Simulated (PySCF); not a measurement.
Ligand exchange on a metal centre used in film growth or etching (Zn Cl-OH). All species are isolated molecules in the gas phase. One relaxed conformer stands for each flexible species; it need not be the lowest.

The numbers are results of PySCF with TPSSh-D3(BJ)/def2-TZVP // TPSS-D3(BJ)/def2-SVP, not measurements. 

```
species                               charge on the central atom (meta-Löwdin) (e)  HOMO (eV)  charge on the central atom (Mulliken) (e)
------------------------------------  --------------------------------------------  ---------  -----------------------------------------
0 of 2 Cl replaced by OH ([Zn(Cl)2])                                          1.23        ___                                       0.62
1 of 2 Cl replaced by OH                                                      1.26      -7.74                                       0.62
2 of 2 Cl replaced by OH                                                      1.28        ___                                       0.60
```

Question: Fill in the missing entries.

Answer: 
- 0 of 2 Cl replaced by OH ([Zn(Cl)2]), HOMO (eV): -8.39
- 2 of 2 Cl replaced by OH, HOMO (eV): -7.45
